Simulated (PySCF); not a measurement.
Point-charge models of `N#CCC1([Si@H](F)N[SiH3])CC1` against its computed dipole.

Coordinates (GFN2-xTB, Å) and charges (e) from the PBE0/pcSseg-1 density (PySCF):

```csv
atom,x,y,z,Mulliken,IAO,Hirshfeld,ESP-fitted
N1,-0.584,2.642,1.590,-0.2715,-0.2566,-0.2173,-0.4913
C2,-1.137,2.013,0.810,+0.0659,+0.1456,+0.0969,+0.4780
C3,-1.800,1.185,-0.160,-0.0758,-0.2891,-0.0395,-0.5835
C4,-1.119,-0.175,-0.247,-0.7101,-0.2864,-0.0849,-0.0458
Si5,0.689,-0.157,-0.781,+1.2270,+1.3031,+0.4503,+0.7264
F6,1.100,-1.681,-1.111,-0.4308,-0.5403,-0.1938,-0.2812
N7,1.687,0.353,0.513,-0.8588,-0.9526,-0.3340,-0.7173
Si8,3.396,0.074,0.719,+0.6270,+0.7553,+0.3612,+0.4854
C9,-1.990,-1.320,-0.687,-0.1432,-0.2803,-0.0834,-0.2396
C10,-1.566,-1.219,0.742,-0.1356,-0.2807,-0.0825,-0.3572
H11,-2.849,1.078,0.135,+0.1560,+0.1749,+0.0700,+0.2579
H12,-1.763,1.692,-1.130,+0.1787,+0.1791,+0.0673,+0.2112
H13,0.871,0.527,-2.058,-0.1320,-0.1740,-0.0846,-0.1258
H14,1.291,1.053,1.120,+0.2502,+0.2847,+0.1009,+0.3471
H15,3.718,0.679,2.009,-0.1027,-0.1204,-0.0717,-0.0907
H16,3.620,-1.369,0.709,-0.0908,-0.1300,-0.0769,-0.0860
H17,4.138,0.710,-0.376,-0.1064,-0.1478,-0.0843,-0.1032
H18,-1.548,-2.092,-1.298,+0.1459,+0.1603,+0.0506,+0.1279
H19,-3.022,-1.113,-0.933,+0.1275,+0.1464,+0.0502,+0.1402
H20,-2.305,-0.942,1.481,+0.1321,+0.1493,+0.0511,+0.1757
H21,-0.834,-1.922,1.108,+0.1473,+0.1592,+0.0543,+0.1718
```

Task: What dipole does each set of charges give (1 e·Å = 4.803 D), and what does the density give?

Result: The full density gives (-2.42, -0.61, -1.27) D, 2.80 D in size; dipole vectors point from the negative to the positive end.

| scheme | μx | μy | μz | size (D) | share of the full size (%) | angle to the full dipole (°) |
| --- | --- | --- | --- | --- | --- | --- |
| Mulliken | -0.85 | -0.64 | -2.27 | 2.50 | 89 | 41 |
| IAO | -1.02 | 0.98 | -1.34 | 1.95 | 69 | 49 |
| Hirshfeld | -1.49 | -0.50 | -1.03 | 1.88 | 67 | 7 |
| ESP-fitted | -2.42 | -0.62 | -1.30 | 2.81 | 100 | 0 |

Task: Which set comes closest?

Result: Length of the difference vector: ESP-fitted 0.02 D, Hirshfeld 0.97 D, Mulliken 1.86 D, IAO 2.12 D. Closest: ESP-fitted. The schemes that divide the density aren't constrained to reproduce the dipole.

Task: What is left for the Hirshfeld atoms' own dipoles?

Result: The shares of the density sum to the whole, so what Σ q r misses lies in dipoles about the nuclei. The atomic dipoles sum to (-2.42, -0.61, -1.27) − (-1.49, -0.50, -1.03) = (-0.93, -0.11, -0.24) D, 0.97 D in size.

Task: With the origin at the mean of the coordinates, (0.000, 0.001, 0.103) Å, which are the largest single terms, by size, of the ESP-fitted dipole along the direction of the full one?

Result: Si8 -7.53, N7 +5.93, C3 -3.97, H14 -3.01, H11 +2.74 D; all 21 atoms together +2.81 D. The single terms depend on the origin, their sum doesn't.

Task: Give the size of the full dipole in other units.

Result: 2.80 D = 1.103 au = 0.584 e·Å = 9.35 × 10⁻³⁰ C·m.

One conformer (not necessarily the lowest) at the GFN2-xTB geometry, without solvent, vibrations or thermal averaging.

The values belong to the conformer `[N:1]#[C:2][CH2:3][C:4]1([Si@H:5]([F:6])[NH:7][SiH3:8])[CH2:9][CH2:10]1`: C2–C3–C4–Si5 -61°, C3–C4–Si5–F6 -168°, C4–Si5–N7–Si8 159°.
